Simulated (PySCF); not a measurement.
H7Si3, SMILES [SiH3][SiH][SiH3] (connectivity only; charge and spin as stated), charge +1, multiplicity 1.

The structure is a stationary point at TPSSh-D3(BJ)/def2-SVP. The multiplicity is an assumed one; other spin states were not compared. The isomer is the one that the SMILES or the coordinates give; other isomers of the formula were not compared.

All values below come from TPSSh-D3(BJ)/def2-SVP run with PySCF.

Frequencies are harmonic and unscaled.

Computed harmonic wavenumbers and intensities:
```
mode  ν (cm⁻¹)  IR (km/mol)  moving atoms (share of kinetic energy)
----  --------  -----------  --------------------------------------
1           24          0.7                         H 82 %, Si 18 %
2           25          0.4                         H 88 %, Si 12 %
3           98          3.1                         Si 73 %, H 27 %
4          310          1.9                         Si 74 %, H 26 %
5          318         14.2                                  H 94 %
6          371          0.0                         H 82 %, Si 18 %
7          432          9.1                         H 82 %, Si 18 %
8          466          0.2                         Si 72 %, H 28 %
9          559          9.5                         H 78 %, Si 22 %
10         563          7.9                         H 73 %, Si 27 %
11         735        330.8                         H 89 %, Si 11 %
12         827        191.5                          H 91 %, Si 9 %
13         841         31.0                          H 92 %, Si 8 %
14         902          0.1                                  H 97 %
15         905         61.2                                  H 97 %
16         915          1.9                                  H 97 %
17         920         65.2                                  H 97 %
18        2253          4.3                                  H 98 %
19        2254          0.5                                  H 98 %
20        2268         15.4                                  H 97 %
21        2291          1.3                                  H 97 %
22        2292         16.1                                  H 97 %
23        2321          0.3                                  H 96 %
24        2322         32.3                                  H 96 %
```
